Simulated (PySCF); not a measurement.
## Al(2+) (aluminium, charge +2) across methods

[Ne] 3p1, 2P determinant (an excited configuration). Computed with PySCF 2.14 in aug-cc-pV(Q+d)Z, with the non-relativistic Hamiltonian (point nucleus).

```tsv
method	E (hartree)	mean ε 2p α (eV)	mean ε 2p β (eV)	mean ε 3p α (eV)	Σ⟨r²⟩ (bohr²)	⟨S²⟩
B97-3	-241.2043	-97.159	-96.988	-19.602	11.07	0.750
PBE	-241.0943	-92.099	-91.929	-18.854	10.99	0.750
BLYP	-241.2436	-92.138	-92.000	-18.772	10.92	0.750
r2SCAN	-241.2092	-93.732	-93.576	-18.893	11.05	0.750
LDA	-240.1691	-92.201	-92.029	-18.709	10.98	0.750
UHF	-240.79062	-109.75	-109.41	-21.526	11.38	0.750
PBE0	-241.1154	-96.803	-96.591	-19.630	11.05	0.750
TPSS	-241.2530	-92.482	-92.325	-18.821	11.02	0.750
revPBE	-241.1871	-92.023	-91.864	-18.863	11.01	0.750
```
